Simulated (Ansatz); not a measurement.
Ansatz (a quantum-chemistry and plane-wave program) input file for C2H7O, SMILES C[OH+]C, charge +1, PBE0-D3(BJ)/def2-TZVP. 

Ansatz 0.2 input:
```yaml
crystal:
  periodic: [false, false, false]
  atoms:
    - {symbol: C, position_ang: [0.02430768, 0.25264511, 1.27033316]}
    - {symbol: O, position_ang: [-0.12424103, -0.52485339, 0.00000000]}
    - {symbol: C, position_ang: [0.02430769, 0.25264510, -1.27033317]}
    - {symbol: H, position_ang: [1.01649895, 0.71782946, 1.29025946]}
    - {symbol: H, position_ang: [-0.78243048, 0.99049903, 1.25163152]}
    - {symbol: H, position_ang: [-0.11961634, -0.47228396, 2.07718259]}
    - {symbol: H, position_ang: [0.47333178, -1.30500319, 0.00000001]}
    - {symbol: H, position_ang: [-0.11961634, -0.47228397, -2.07718259]}
    - {symbol: H, position_ang: [-0.78243049, 0.99049903, -1.25163153]}
    - {symbol: H, position_ang: [1.01649895, 0.71782946, -1.29025947]}
basis:
  gaussian:
    orbitals: def2-TZVP
hamiltonian:
  xc: pbe0
  dispersion: d3bj
total_charge: 1
relax: {f_tol: 0.002, max_steps: 200}
```

Output:

```
WARN ansatz: RAYON_NUM_THREADS=1 ignored (pool sized by the plan → 1); use --threads N
Functional definition: PBE0
integrals: 0.04 GiB planned
819 factors; their error is unknown
mean field: 0.43 GiB planned
mean field evaluation 1: about -4213.8259 eV, gradient 7.1e1 eV
mean field evaluation 2: about -4209.8593 eV, gradient 8.5e1 eV
mean field evaluation 4: about -4223.5680 eV, gradient 3.4e0 eV
mean field evaluation 8: about -4223.5766 eV, gradient 4.1e-2 eV
mean field -4223.57658389 eV, -155.2135766148 hartree, gradient 2.4e-5 eV, S^2 0.000000; 0 other end points of the search recorded, 0 dependent functions left out
the calculation of the forces begins
reference -4223.57661026 eV, -155.2135775842 hartree; 13, 13 occupied and 122, 122 virtual orbitals, 819 factors
relax step   1: F+E_penalty+E_count = -4223.68524386 eV  Δ(F+E_penalty+E_count) = +0.000e0 eV  max|allowed force component| = 4.930e-1 eV/Å  Δτ_max = 0.0000 Å  (26 SCF iters, accepted)
these checks for a lower state are left out or cut short: starts, cluster_reference, orbital_swaps, neighbouring_geometries, increment
integrals: 0.04 GiB planned
819 factors; their error is unknown
mean field: 0.43 GiB planned
mean field evaluation 16: about -4223.6013 eV, gradient 1.2e0 eV
mean field -4223.59134828 eV, -155.2141191964 hartree, gradient 1.8e-5 eV, S^2 0.000000; 0 other end points of the search recorded, 0 dependent functions left out
the calculation of the forces begins
reference -4223.59137458 eV, -155.2141201628 hartree; 13, 13 occupied and 122, 122 virtual orbitals, 819 factors
relax step   2: F+E_penalty+E_count = -4223.70036237 eV  Δ(F+E_penalty+E_count) = -1.512e-2 eV  max|allowed force component| = 1.991e-1 eV/Å  Δτ_max = 0.0116 Å  (30 SCF iters, accepted)
these checks for a lower state are left out or cut short: starts, cluster_reference, orbital_swaps, neighbouring_geometries, increment
integrals: 0.04 GiB planned
819 factors; their error is unknown
mean field: 0.43 GiB planned
mean field -4223.59507821 eV, -155.2142562688 hartree, gradient 1.6e-5 eV, S^2 0.000000; 0 other end points of the search recorded, 0 dependent functions left out
the calculation of the forces begins
reference -4223.59510448 eV, -155.2142572340 hartree; 13, 13 occupied and 122, 122 virtual orbitals, 819 factors
relax step   3: F+E_penalty+E_count = -4223.70427125 eV  Δ(F+E_penalty+E_count) = -3.909e-3 eV  max|allowed force component| = 5.989e-2 eV/Å  Δτ_max = 0.0092 Å  (30 SCF iters, accepted)
these checks for a lower state are left out or cut short: starts, cluster_reference, orbital_swaps, neighbouring_geometries, increment
integrals: 0.04 GiB planned
819 factors; their error is unknown
mean field: 0.43 GiB planned
mean field evaluation 32: about -4223.6051 eV, gradient 8.8e-1 eV
mean field -4223.59513438 eV, -155.2142583330 hartree, gradient 1.5e-5 eV, S^2 0.000000; 0 other end points of the search recorded, 0 dependent functions left out
the calculation of the forces begins
reference -4223.59516068 eV, -155.2142592993 hartree; 13, 13 occupied and 122, 122 virtual orbitals, 819 factors
relax step   4: F+E_penalty+E_count = -4223.70418087 eV  Δ(F+E_penalty+E_count) = +9.038e-5 eV  max|allowed force component| = 9.031e-2 eV/Å  Δτ_max = 0.0123 Å  (30 SCF iters, rejected (line search))
these checks for a lower state are left out or cut short: starts, cluster_reference, orbital_swaps, neighbouring_geometries, increment
integrals: 0.04 GiB planned
819 factors; their error is unknown
mean field: 0.43 GiB planned
mean field -4223.59548494 eV, -155.2142712159 hartree, gradient 1.6e-5 eV, S^2 0.000000; 0 other end points of the search recorded, 0 dependent functions left out
the calculation of the forces begins
reference -4223.59551122 eV, -155.2142721815 hartree; 13, 13 occupied and 122, 122 virtual orbitals, 819 factors
relax step   5: F+E_penalty+E_count = -4223.70463814 eV  Δ(F+E_penalty+E_count) = -3.669e-4 eV  max|allowed force component| = 1.173e-2 eV/Å  Δτ_max = 0.0060 Å  (30 SCF iters, accepted)
these checks for a lower state are left out or cut short: starts, cluster_reference, orbital_swaps, neighbouring_geometries, increment
integrals: 0.04 GiB planned
819 factors; their error is unknown
mean field: 0.43 GiB planned
mean field -4223.59552342 eV, -155.2142726297 hartree, gradient 1.6e-5 eV, S^2 0.000000; 0 other end points of the search recorded, 0 dependent functions left out
the calculation of the forces begins
reference -4223.59554970 eV, -155.2142735954 hartree; 13, 13 occupied and 122, 122 virtual orbitals, 819 factors
relax step   6: F+E_penalty+E_count = -4223.70467055 eV  Δ(F+E_penalty+E_count) = -3.241e-5 eV  max|allowed force component| = 4.173e-3 eV/Å  Δτ_max = 0.0031 Å  (31 SCF iters, accepted)
these checks for a lower state are left out or cut short: starts, cluster_reference, orbital_swaps, neighbouring_geometries, increment
integrals: 0.04 GiB planned
819 factors; their error is unknown
mean field: 0.43 GiB planned
mean field -4223.59553798 eV, -155.2142731648 hartree, gradient 1.6e-5 eV, S^2 0.000000; 0 other end points of the search recorded, 0 dependent functions left out
the calculation of the forces begins
reference -4223.59556425 eV, -155.2142741305 hartree; 13, 13 occupied and 122, 122 virtual orbitals, 819 factors
relax step   7: F+E_penalty+E_count = -4223.70467993 eV  Δ(F+E_penalty+E_count) = -9.384e-6 eV  max|allowed force component| = 2.982e-3 eV/Å  Δτ_max = 0.0037 Å  (31 SCF iters, accepted)
these checks for a lower state are left out or cut short: starts, cluster_reference, orbital_swaps, neighbouring_geometries, increment
integrals: 0.04 GiB planned
819 factors; their error is unknown
mean field: 0.43 GiB planned
mean field evaluation 64: about -4223.6076 eV, gradient 4.4e-1 eV
mean field -4223.59553372 eV, -155.2142730084 hartree, gradient 1.6e-5 eV, S^2 0.000000; 0 other end points of the search recorded, 0 dependent functions left out
the calculation of the forces begins
reference -4223.59556000 eV, -155.2142739740 hartree; 13, 13 occupied and 122, 122 virtual orbitals, 819 factors
relax step   8: F+E_penalty+E_count = -4223.70468222 eV  Δ(F+E_penalty+E_count) = -2.290e-6 eV  max|allowed force component| = 7.518e-4 eV/Å  Δτ_max = 0.0012 Å  (30 SCF iters, accepted)
integrals: 0.04 GiB planned
819 factors; their error is unknown
mean field: 0.43 GiB planned
mean field -4223.59553372 eV, -155.2142730084 hartree, gradient 1.6e-5 eV, S^2 0.000000; 1 other end points of the search recorded, 0 dependent functions left out
the calculation of the forces begins
reference -4223.59556000 eV, -155.2142739740 hartree; 13, 13 occupied and 122, 122 virtual orbitals, 819 factors
Total energy: -4223.70470850 eV, -155.2182851075 hartree
Atom 0 at     0.025121     0.249965     1.256258 Å, force     0.000752    -0.000451    -0.000344 eV/Å
Atom 1 at    -0.105782    -0.512631    -0.000000 Å, force    -0.000724     0.000485     0.000000 eV/Å
Atom 2 at     0.025121     0.249965    -1.256258 Å, force     0.000752    -0.000451     0.000344 eV/Å
Atom 3 at     1.008401     0.716424     1.287627 Å, force     0.000026     0.000050     0.000094 eV/Å
Atom 4 at    -0.776793     0.982553     1.237659 Å, force    -0.000351    -0.000139     0.000142 eV/Å
Atom 5 at    -0.120608    -0.467923     2.059224 Å, force    -0.000133     0.000408     0.000086 eV/Å
Atom 6 at     0.460150    -1.301884     0.000000 Å, force     0.000136    -0.000220     0.000000 eV/Å
Atom 7 at    -0.120608    -0.467923    -2.059224 Å, force    -0.000133     0.000408    -0.000086 eV/Å
Atom 8 at    -0.776793     0.982553    -1.237659 Å, force    -0.000351    -0.000139    -0.000142 eV/Å
Atom 9 at     1.008401     0.716424    -1.287627 Å, force     0.000026     0.000050    -0.000094 eV/Å
Dipole moment:     0.204182    -0.146805    -0.000000 e Å
```

The calculation finished and met its thresholds.

Cost: roughly 24 core-seconds.
